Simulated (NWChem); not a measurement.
One site exchanged: F, I, Br, Cl

Each species was optimised at PBE0/def2-SVP with NWChem, gas phase unless a solvent is named. Low-valent species are run as closed-shell singlets; no triplet was tried in these runs. This build's default masses of Se (78.918 u) and Br (79.917 u) are each other's, which moves their modes by up to 0.6 %. For some, no frequency run checked for a minimum. def2 effective core potentials on I; no spin-orbit coupling.

A: [F][Ge][F] (GeF₂)
B: [F][Ge][I] (GeIF)
C: [F][Ge][Br] (GeBrF)
D: [F][Ge][Cl] (GeClF)

```
quantity                                                  A (F)  B (I)  C (Br)  D (Cl)
--------------------------------------------------------  -----  -----  ------  ------
Pauling electronegativity of the site (pymatgen's table)   3.98   2.66    2.96    3.16
electrons in the molecule                                    50     94      76      58
dipole (D), PBE0/def2-SVP                                  2.34   2.07    2.13    2.18
orbital gap (eV), PBE0/def2-SVP                            6.34   4.63    5.22    5.57
vertical ionisation energy, ΔSCF, PBE/def2-SVP (eV)       11.29   9.64   10.21   10.56
vertical ionisation energy, ΔSCF, B3LYP/def2-SVP (eV)     11.62   9.80   10.42   10.79
static polarisability, B3LYP/def2-SVPD (bohr³)             29.6   70.6    54.6    45.5
lowest singlet excitation, B3LYP/def2-SVPD, TDA (eV)       5.64   3.23    3.97    4.53
```

“Dipole (D), PBE0/def2-SVP” runs from 2.07 in B (I) to 2.34 in A (F), rising in step with the site's electronegativity. “Orbital gap (eV), PBE0/def2-SVP” runs from 4.63 in B (I) to 6.34 in A (F), rising in step with the site's electronegativity. “Vertical ionisation energy, ΔSCF, PBE/def2-SVP (eV)” runs from 9.64 in B (I) to 11.29 in A (F), rising in step with the site's electronegativity. “Vertical ionisation energy, ΔSCF, B3LYP/def2-SVP (eV)” runs from 9.80 in B (I) to 11.62 in A (F), rising in step with the site's electronegativity. “Static polarisability, B3LYP/def2-SVPD (bohr³)” runs from 29.6 in A (F) to 70.6 in B (I), falling in step with the site's electronegativity. “Lowest singlet excitation, B3LYP/def2-SVPD, TDA (eV)” runs from 3.23 in B (I) to 5.64 in A (F), rising in step with the site's electronegativity. The order by orbital gap (eV) is the same as the order by lowest singlet excitation. The order by vertical ionisation energy is the reverse of the order by static polarisability.

These are trends among computed rows of three or four species; they are not measurements.
